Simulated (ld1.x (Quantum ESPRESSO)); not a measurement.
**bismuth (Bi): one change to a TM potential, before and after**

ld1.x (Quantum ESPRESSO) 7.5 input, shortened:

```
&input
   title='Bi', zed=83., rel=1, dft='PZ', iswitch=3,
   config='[Xe] 4f14 5d10 6s2 6p2 6d-2'
 /
 &inputp
   pseudotype=2, tm=.true., lloc=0,
   nlcc=.true., new_core_ps=.true., rcore=1.45
 /
3
6P  2  1   2.00   0.00  1.95  1.95  0.0
6D  3  2  -2.00   0.15  1.55  1.55  0.0
6S  1  0   2.00   0.00  1.85  1.85  0.0
 &test
   configts(1)='6s2 6p2'
 /
```

Change: reference 6s2 6p3.

Cutoffs: the cutoffs (Ry, on a coarse ladder) from which the occupation-weighted sum of valence levels, in a spherical-Bessel basis at the reference potential, stays within 10 and 1 mRy of its value at 400 Ry; they do not see the model core or the augmentation charge, which bear on the density cutoff. Errors are all-electron minus pseudo energies relative to the spin-unpolarised reference configuration.

Problem. What does the change do?

Solution. The potential gets neither clearly harder nor softer (30 Ry and 55 Ry → 30 Ry and 55 Ry); the range in which the d phases agree widens (upper end 0.6 → 2.1); neither file shows a bound ghost.

```csv
quantity,base,changed
"cutoff, loose",30 Ry,30 Ry
"cutoff, tight",55 Ry,55 Ry
bound ghosts,none,none
"largest error over its own tests, meV",-164,-861
s: phases at 2.14 bohr within 0.05 rad from the reference energy up to (Ry; the scan ends near 5),3.3,3.8
p: phases at 2.14 bohr within 0.05 rad from the reference energy up to (Ry; the scan ends near 5),3.4,3.8
d: phases at 2.14 bohr within 0.05 rad from the reference energy up to (Ry; the scan ends near 5),0.6,2.1
```
